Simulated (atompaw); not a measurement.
## What one change does to a pseudopotential (calcium (Ca), PAW (atompaw))

Ca (Z = 20), PAW, made with atompaw 4.2.0.5 (LDA (PW92), scalar-relativistic). Core [Ne] 3s2, reference 3p6 3d0 4s2 4p0. Waves: 4s (bound): rc 2.85 bohr; 4s channel at 0.6 Ry: rc 2.85 bohr; 3p (bound): rc 2.15 bohr; 4p (bound, empty): rc 2.85 bohr; 3d (bound, empty): rc 2.85 bohr; 3d channel at 0.4 Ry: rc 2.85 bohr. Local part: vpsmatchnc scheme with l = 3 at 0 Ry, radius 2.20 bohr. Core correction: smooth core density matched at 1.70 bohr. Augmentation charge: besselshape compensation charge, radius 2.45 bohr; PAW radius 2.85 bohr; waves and projectors: custom polynom2 7 10 vanderbiltortho.

Change: all radii scaled by about 0.94 (s 2.66, p 2.02, d 2.66 bohr); local potential vpsmatchnc scheme with l = 3 at 0 Ry, radius 2.06 bohr; augmentation besselshape compensation charge, radius 2.30 bohr; PAW radius 2.66 bohr; waves and projectors: custom polynom2 7 10 vanderbiltortho; core correction smooth core density matched at 1.60 bohr.

Cutoffs: the cutoffs (Ry, on a coarse ladder) from which the occupation-weighted sum of valence levels, in a spherical-Bessel basis at the reference potential, stays within 10 and 1 mRy of its value at 400 Ry; they do not see the model core or the augmentation charge, which bear on the density cutoff.

Task: What does the change do?

Result: The potential gets harder (15 Ry and 18 Ry → 21 Ry and 25 Ry); both files keep a bound ghost (s). A smaller radius makes the pseudo-wave follow the all-electron one further in, where it bends more sharply, so more plane waves are needed.

```csv
quantity,base,changed
"cutoff, loose",15 Ry,21 Ry
"cutoff, tight",18 Ry,25 Ry
bound ghosts,s,s
lowest overlap eigenvalue by channel,"s 0.57, p 0.57, d 0.98","s 0.51, p 0.54, d 0.96"
```

 A true bound ghost makes a file unfit for plane-wave use even where its test errors are small: the radial tests pick states by their node count and pass the ghost by. The cutoffs see the waves, projectors and local potential, not the compensation charge or the core.
